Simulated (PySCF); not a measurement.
C₃H₂O, SMILES O=c1cc1. Atoms are numbered in the order given.

```xyz
6

O      0.0000     0.0000     1.5386
C      0.0000     0.0000     0.3380
C      0.0000     0.6738    -0.9322
C      0.0000    -0.6738    -0.9322
H      0.0000     1.5575    -1.5751
H      0.0000    -1.5575    -1.5751
```
Charge 0, spin multiplicity 1.

Geometry: B3LYP-D3(BJ)/def2-SVP.

Two levels are set side by side: PBE/pcJ-1 (PySCF) and B3LYP/pcJ-1 (PySCF). One-bond couplings, all four terms, same geometry. Isotopes: 13C, 17O, 1H. Differences are taken from unrounded values.

```json
[
 {"quantity": "¹J(C2,C3) (Hz)", "B3LYP": "30.0", "PBE": "23.4", "PBE minus B3LYP": "-6.5"},
 {"quantity": "¹J(C2,C4) (Hz)", "B3LYP": "30.0", "PBE": "23.4", "PBE minus B3LYP": "-6.5"},
 {"quantity": "¹J(C3,C4) (Hz)", "B3LYP": "24.9", "PBE": "16.0", "PBE minus B3LYP": "-8.8"},
 {"quantity": "¹J(C3,H5) (Hz)", "B3LYP": "217.7", "PBE": "196.2", "PBE minus B3LYP": "-21.5"},
 {"quantity": "¹J(C4,H6) (Hz)", "B3LYP": "217.7", "PBE": "196.2", "PBE minus B3LYP": "-21.5"}
]
```

Rough cost on one machine, each run with all the roots and properties that it gave: B3LYP against PBE about 2 times.
